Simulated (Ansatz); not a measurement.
Z-matrix (Å, degrees):
```
C
B 1 1.543
O 1 1.431 2 119.8
C 1 1.486 2 118.3 3 66.2
H 1 1.089 2 118.8 3 -146.8
Cl 2 1.739 1 120.6 3 -12.3
H 2 1.193 1 121.5 3 170.0
H 4 1.088 1 117.8 2 145.5
H 4 1.088 1 119.3 2 -4.6
```

Charge 0, multiplicity 1.

Problem. List the ωB97M-V/def2-TZVPP orbital energies in eV (Ansatz). (Best estimate.)

Solution. The calculation gave: Occupied: -2772.16, -526.86, -283.38, -282.81, -262.57, -200.03, -199.95, -199.89, -189.23, -33.33, -26.30, -22.09, -20.85, -17.75, -16.74, -15.61, -14.43, -13.39, -13.02, -12.53, -11.46, -11.04, -10.52. Lowest empty: 0.38, 2.43, 3.22, 3.50, 3.62, 4.05, 4.30, 4.99.
